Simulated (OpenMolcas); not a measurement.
## d2 ions of charge +4 down a group with 6 ammonia ligands in octahedral coordination

```
Program             : OpenMolcas 26.06
Method              : SS-CASPT2, IPEA 0.25 Eh, imaginary shift 0.1 Eh
Spin-orbit coupling : state interaction with AMFI integrals over the reference wave functions
```

The d shell is active; CASPT2 correlates the ligand valence shells and the outer metal core. Anionic complexes are neutralised by point charges behind the ligands. Distances were set from a Shannon-type radius of the metal (high-spin where two are listed, low-spin for CN, NH3 and NCH) plus a fixed donor radius (NH3 1.42 Å). Ligand basis ANO-RCC-VDZP, DKH2 Hamiltonian. Energies in cm-1 above the lowest state or level, χT in cm3 K/mol. Spin-only χT is S(S+1) / 2 for the spin of the ground state.

```csv
Ion,Shell,R (Å),Metal basis,Ground state,First state of that spin,First gap with spin-orbit (degeneracies),χT at 300 K,First state of another spin,Spin-only χT
Cr4+,3d2,1.97,ANO-RCC-VDZP,2S+1 = 3,180,"66 (2, 2)",0.773,2S+1 = 1: 10390,1.000
Mo4+,4d2,2.07,ANO-RCC-VDZP,2S+1 = 3,410,"150 (2, 2)",0.459,2S+1 = 1: 7470,1.000
```

χT departs most from the spin-only value for Mo4+, by -0.541 cm3 K/mol.

Roots that are degenerate in the reference are averaged as groups; the widest CASPT2 spread within a group is 61 cm-1 (the 2-fold group of multiplicity 3 near 44200 cm-1 above the lowest state of its run, Cr4+). Shifts and gaps below about the spread of the groups concerned are not significant. Over all roots computed the reference weight is 0.67 to 0.70 in Cr4+, 0.69 to 0.70 in Mo4+; a low but even weight reflects the number of correlated electrons. An orbital doublet at a regular site is open to a Jahn-Teller distortion, which this geometry leaves out. Ligand-to-metal charge-transfer states are missing. With no ligand orbital active B as a rule stays too high, so bands that hang on it stand too high and its fall with covalency is understated. With one d shell and no ligand orbital active, 10Dq can be off by a tenth or more. The least metal-like active orbital is 72 % on the metal (Löwdin) and no ligand orbital is active, so the numbers are rough (holds for Cr4+). The least metal-like active orbital is 69 % on the metal (Löwdin) and no ligand orbital is active, so the numbers are rough (holds for Mo4+). No measured value stands beside these numbers; the geometry is a model, was not optimised and need not be the one that this ion takes.

A state without a sure symmetry label is named by its multiplicity alone.
